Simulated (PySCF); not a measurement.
HClO, charge +1, doublet, at a GFN2-xTB geometry (a state made from the parent by changing its charge; the spin is typed, not shown lowest). Base run: CCSD(T)/6-31G** run with PySCF.

PySCF was given this input:
```python
from pyscf import gto, scf, cc

mol = gto.Mole()
mol.atom = '''
    O    -0.04383216    1.02148558    0.01469068
    H    -0.96672120    1.40203158    0.00503415
    Cl    0.07749285   -0.56317154   -0.00720939
'''
mol.basis = '6-31g**'
mol.charge = 1
mol.spin = 1
mol.verbose = 3
mol.build()

mf = scf.UHF(mol)
mf.kernel()

mycc = cc.CCSD(mf)
mycc.kernel()
et = mycc.ccsd_t()
print('E(CCSD(T)) = %.10f' % (mycc.e_tot + et))
```

Variants of this job, named by their change:

```
change                                ΔE vs base (kcal/mol)  MP2 correlation (Eh)  CC correlation without the perturbative part (Eh)  basis functions
------------------------------------  ---------------------  --------------------  -------------------------------------------------  ---------------
base                                                  0.000              -0.31354                                           -0.33520               37
cc.iterative_damping = 0.8                            0.000              -0.31354                                           -0.33520               37
frozen = 7                                            41.19              -0.25061                                           -0.27130               37
cc.diis_space = 10                                    0.000              -0.31354                                           -0.33520               37
cart = on                                             -6.70              -0.32179                                           -0.34335               39
method = ccsd                                          6.10              -0.31354                                           -0.33520               37
cc.conv_tol = 1e-9                                    0.000              -0.31354                                           -0.33520               37
cc.conv_tol = 1e-5                                    0.000              -0.31354                                           -0.33520               37
density fitting = JK and correlation                 -0.003              -0.31356                                           -0.33529               37
frozen = 5                                             3.86              -0.30662                                           -0.32922               37
```

Open shells are given as the SCF converged; they aren't shown to be the lowest states, and a large step between rows can be another state.
